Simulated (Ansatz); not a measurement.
`COc1ccc(-c2ccc(-c3ccc(-c4ccc(-c5ccc(-c6ccc(-c7ccc(-c8ccc(C(F)=C(F)F)cc8)s7)s6)s5)s4)s3)s2)cc1` with charge -1. The state is a doublet with charge -1. Geometry r2SCAN-D4/def2-SVP, that of the neutral singlet.

```xyz
72

C    -0.011  -13.041    8.201
O     0.784  -12.286    9.089
C     1.012  -10.985    8.797
C     0.500  -10.318    7.673
C     0.803   -8.971    7.471
C     1.614   -8.247    8.365
C     1.931   -6.840    8.155
C     2.614   -5.961    8.986
C     2.744   -4.659    8.460
C     2.161   -4.508    7.206
C     2.115   -3.328    6.386
C     2.672   -2.079    6.651
C     2.450   -1.137    5.630
C     1.719   -1.638    4.556
C     1.318   -0.973    3.350
C     0.537   -1.440    2.296
C     0.358   -0.496    1.266
C     0.999    0.717    1.505
C     1.050    1.901    0.697
C     1.737    3.089    0.936
C     1.571    4.050   -0.076
C     0.749    3.626   -1.118
C     0.377    4.362   -2.295
C     0.708    5.677   -2.613
C     0.186    6.104   -3.847
C    -0.559    5.130   -4.506
C    -1.233    5.216   -5.771
C    -1.966    4.249   -6.452
C    -2.484    4.702   -7.682
C    -2.166    6.023   -7.975
C    -2.522    6.822   -9.138
C    -2.149    8.178   -9.252
C    -2.492    8.935  -10.364
C    -3.230    8.371  -11.425
C    -3.557    9.218  -12.562
F    -3.159   10.504  -12.472
C    -4.197    8.903  -13.706
F    -4.430    9.768  -14.666
F    -4.660    7.705  -13.999
C    -3.610    7.015  -11.320
C    -3.263    6.265  -10.205
S    -1.201    6.700   -6.685
S    -0.599    3.661   -3.561
S     0.181    2.002   -0.816
S     1.832    0.668    3.040
S     1.307   -3.312    4.839
S     1.451   -6.016    6.692
C     2.118   -8.942    9.489
C     1.824  -10.279    9.704
H     0.432  -13.081    7.189
H    -0.058  -14.057    8.613
H    -1.035  -12.633    8.127
H    -0.138  -10.832    6.952
H     0.387   -8.470    6.591
H     3.005   -6.251    9.963
H     3.248   -3.842    8.980
H     3.227   -1.863    7.566
H     2.810   -0.106    5.664
H     0.108   -2.445    2.285
H    -0.222   -0.685    0.360
H     2.350    3.243    1.827
H     2.042    5.035   -0.061
H     1.312    6.308   -1.959
H     0.341    7.103   -4.261
H    -2.115    3.240   -6.061
H    -3.084    4.076   -8.344
H    -1.577    8.653   -8.449
H    -2.189    9.982  -10.420
H    -4.185    6.538  -12.115
H    -3.574    5.219  -10.162
H     2.762   -8.424   10.205
H     2.216  -10.814   10.572
```

Single mean-field runs in def2-SVP are fitted with def2-universal-jkfit.

Estimate the α-spin orbital energies around the gap (eV) in Ansatz with PBE-D4/def2-SVP, PBE0-D4/def2-SVP.


```csv
orbital,PBE-D4/def2-SVP,PBE0-D4/def2-SVP
HOMO−5,-3.81,-4.92
HOMO−4,-3.49,-4.60
HOMO−3,-3.05,-4.03
HOMO−2,-2.53,-3.39
HOMO−1,-2.02,-2.71
HOMO,-0.66,-0.89
LUMO,-0.37,-0.07
LUMO+1,0.07,0.53
LUMO+2,0.48,1.13
LUMO+3,0.54,1.22
LUMO+4,0.75,1.53
LUMO+5,0.97,1.67
β HOMO,-1.95,-2.58
β LUMO,-0.55,-0.02
```
